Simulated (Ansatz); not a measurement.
Abridged output of a molecular run in Ansatz:

```
Functional definition: HF
1230 factors; integrals over basis functions are off by at most 1.1e-3 eV
mean field evaluation 1: about -20818.2295 eV, gradient 3.9e1 eV
mean field evaluation 2: about -20818.3403 eV, gradient 3.9e1 eV
mean field evaluation 4: about -20821.8547 eV, gradient 3.3e0 eV
mean field evaluation 8: about -20821.9073 eV, gradient 2.3e-1 eV
mean field -20821.90759735 eV, -765.1909906068 hartree, gradient 2.9e-6 eV, S^2 0.000000; 0 other end points of the search recorded, 0 dependent functions left out
12 core orbitals not correlated: weight in the atoms' cores, before any rotation towards them, 1.000 or more for the frozen orbitals, at most 0.000 for the correlated occupied ones
reference -20821.90759735 eV, -765.1909906068 hartree; 20, 20 occupied and 84, 84 virtual orbitals, 1230 factors
second order -18.88974676 eV of doubles, -0.00000000 eV of singles
cycle   1  -19.63302923 eV  change   -7.4e-1 eV  update   1.1e-1
cycle   2  -20.10699504 eV  change   -4.7e-1 eV  update   3.6e-2
cycle   3  -20.25667376 eV  change   -1.5e-1 eV  update   2.2e-2
cycle   4  -20.26319852 eV  change   -6.5e-3 eV  update   5.7e-3
cycle   5  -20.25861227 eV  change    4.6e-3 eV  update   2.5e-3
cycle   6  -20.25811662 eV  change    5.0e-4 eV  update   8.3e-4
cycle   7  -20.25798016 eV  change    1.4e-4 eV  update   2.8e-4
cycle   8  -20.25790228 eV  change    7.8e-5 eV  update   9.3e-5
cycle   9  -20.25789865 eV  change    3.6e-6 eV  update   4.0e-5
perturbative correction -0.54835840 eV, -0.0201517996 hartree
Total energy: -20842.71385440 eV, -765.9556064504 hartree
```

Its atoms:

Z-matrix (Å, degrees):
```
C
S 1 1.822
H 1 1.089 2 111.9
H 1 1.090 2 106.2 3 118.1
H 1 1.089 2 112.0 3 -123.9
In 2 2.365 1 101.9 3 62.5
F 6 1.961 2 109.2 1 -179.9
C 6 2.132 2 135.2 1 0.2
H 8 1.089 6 108.5 2 -176.2
H 8 1.090 6 110.0 2 -55.9
H 8 1.090 6 109.7 2 63.9
```

Question: Which basis set was used?
A. def2-QZVPP
B. cc-pV(T+d)Z
C. def2-SVP
D. def2-TZVPP

Answer: C. It gives 116 functions.

Question: Write the keys of the input that set method, charge and spin (a neutral closed shell needs none for the last two).

Answer: 
```yaml
correlation: {method: ccsd_t}
```
